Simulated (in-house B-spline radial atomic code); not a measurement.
How numerical settings move a run on Br⁴⁺, [Ar] 3d10 4s2 4p1. Computed with an all-electron radial atomic-structure program (B-spline basis): scalar-relativistic (X2C) r2SCAN0, spin-polarised, spherical fractional occupations, Fermi nucleus of rms radius 4.1629 fm.

Command:
```bash
python run_scf.py task.json out
```
Settings of the sound reference run:
```
Z                35
electrons        31
configuration    [Ar] 3d10 4s2 4p1
hamiltonian      x2c
method           r2scan0
spin_polarised   True
nucleus          fermi
rms_radius       4.1629
mass_number      79
atomic_mass      78.91834
speed_of_light   137.036
knot_spacing     0.22
spline_order     8
gauss_points     12
box_radius       12.77
max_iterations   70
damping          0.5
damped_steps     3
diis_vectors     10
tolerance        1e-08
start            Thomas-Fermi
```

Cost of the run: 0.61 s on 1 thread of Arm Neoverse N1, with other jobs on the host.

It converges in 9 iterations to -2601.959280 hartree, with 4p up at -52.6605 eV. The other runs change the listed settings, some to values that make no sense; their results aren't properties of the atom or ion. Radii are in bohr (the nuclear one in fm), a minus after a letter asks for a j subshell, and «unchanged» means within 1e-8 hartree. The run stops when the residual is below 10 × tolerance × max(1, Z/10), or a noise floor if that is larger, and the energy moves by less than 1e-8 × √|E| hartree; so very loose and very tight tolerances often act alike.

```tsv
changed settings	outcome
box_radius = 0.77	converged in 7 iterations, energy +2.08e+02 hartree from the reference, 4p up level +1.2e+03 eV (the program warns: 4p up has a positive eigenvalue: unbound, held by the box; 3s up has a positive eigenvalue: unbound, held by the box)
electrons = 37, configuration = [Ar] 3d10 4s2 4p7, max_iterations = 75	stopped with error: shell 4p holds at most 3 electrons (per spin)
first_knot = 0.0857	converged in 9 iterations, energy +1.69e+00 hartree from the reference, 4p up level -7.2e-03 eV
max_iterations = 50, damped_steps = 8, tolerance = 1e-10	converged in 12 iterations, energy unchanged, 4p up level +4.2e-07 eV
box_radius = 2.55	converged in 8 iterations, energy +6.23e-01 hartree from the reference, 4p up level +1.0e+01 eV (the program warns: 4p up reaches the box edge; 3s up reaches the box edge)
first_knot = 0.0286	converged in 9 iterations, energy +1.80e-01 hartree from the reference, 4p up level -8.2e-04 eV
first_knot = 2.86e-06	converged in 8 iterations, energy -4.55e-06 hartree from the reference, 4p up level +2.8e-06 eV
box_radius = 6.38	converged in 9 iterations, energy +4.60e-06 hartree from the reference, 4p up level +2.8e-04 eV (the program warns: 4p up reaches the box edge; 4s up reaches the box edge)
first_knot = 2.86e-05	converged in 9 iterations, energy -1.33e-05 hartree from the reference, 4p up level -1.2e-04 eV
box_radius = 1.28	converged in 8 iterations, energy +2.50e+01 hartree from the reference, 4p up level +2.3e+02 eV (the program warns: 4p up has a positive eigenvalue: unbound, held by the box; 4s up has a positive eigenvalue: unbound, held by the box)
box_radius = 25.54	converged in 9 iterations, energy unchanged, 4p up level +3.0e-06 eV
diis_vectors = 20	converged in 9 iterations, energy unchanged
box_radius = 3.83	converged in 8 iterations, energy +1.77e-02 hartree from the reference, 4p up level +5.0e-01 eV (the program warns: 4p up reaches the box edge; 3d up reaches the box edge)
knot_spacing = 1, max_iterations = 100, damping = 0.95, damped_steps = 0	converged in 8 iterations, energy +1.22e+01 hartree from the reference, 4p up level +4.6e-03 eV (the program warns: 2s up reaches the box edge; 2s down reaches the box edge)
knot_spacing = 0.3, spline_order = 10, first_knot = 0.00857, max_iterations = 50	converged in 9 iterations, energy -6.29e-04 hartree from the reference, 4p up level +6.7e-05 eV
hamiltonian = dirac, method = revtpss,revtpss, spin_polarised = False	stopped with error: meta-GGAs are not served with the Dirac Hamiltonian
first_knot = 0.000286	converged in 9 iterations, energy +1.82e-04 hartree from the reference, 4p up level +1.2e-05 eV
diis_vectors = 0	converged in 17 iterations, energy unchanged, 4p up level +1.1e-06 eV
```

Question: What happens with diis_vectors = 2?

Answer: Converged in 9 iterations, energy unchanged, 4p up level +1.2e-06 eV.

Question: What happens with box_radius = 51.08?

Answer: Converged in 9 iterations, energy -2.34e-07 hartree from the reference, 4p up level +3.5e-06 eV.

Question: What happens with box_radius = 0.51?

Answer: Converged in 7 iterations, energy +8.66e+02 hartree from the reference, 4p up level +3.8e+03 eV (the program warns: 4p up has a positive eigenvalue: unbound, held by the box; 3s up has a positive eigenvalue: unbound, held by the box).

Question: What happens with first_knot = 0.00286?

Answer: Converged in 9 iterations, energy +1.19e-03 hartree from the reference, 4p up level -1.4e-04 eV.
